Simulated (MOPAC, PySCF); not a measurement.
H5NSi2, SMILES `[SiH2]=N[SiH3]`, neutral singlet in the gas phase. 

Cartesian coordinates (Å):
SMILES: [SiH2]=N[SiH3]
```xyz
8

Si     1.7451    -0.1303    -0.0659
N      0.2256    -0.5237     0.0511
Si    -1.3830     0.0258     0.0613
H      2.2932     1.2396    -0.2525
H      2.8131    -1.1524     0.0046
H     -2.0305    -0.3404     1.3508
H     -2.1421    -0.6226    -1.0430
H     -1.5213     1.5041    -0.1065
```
Charge 0, spin multiplicity 1.

All levels are single points at this geometry (PBE0-D3(BJ)/def2-TZVP); Pople sets use spherical d functions. Orbital energies aren't observables, and empty levels follow the basis.

```csv
level,HOMO (eV),LUMO (eV),gap (eV),dipole (D),"vertical IE, Delta-SCF (eV)"
PBE0-D3(BJ)/def2-TZVP in PySCF,-7.36,-2.09,5.26,3.00,9.24
B3LYP/6-31G* in PySCF,-6.94,-1.97,4.97,2.65,9.17
B3LYP/LANL2DZ in PySCF,-6.75,-2.09,4.66,2.36,–
HF/3-21G in PySCF,-10.17,1.60,11.77,2.86,–
AM1 in MOPAC,-9.48,-0.48,9.01,1.48,–
PM6 in MOPAC,-9.88,-0.96,8.92,4.36,–
```
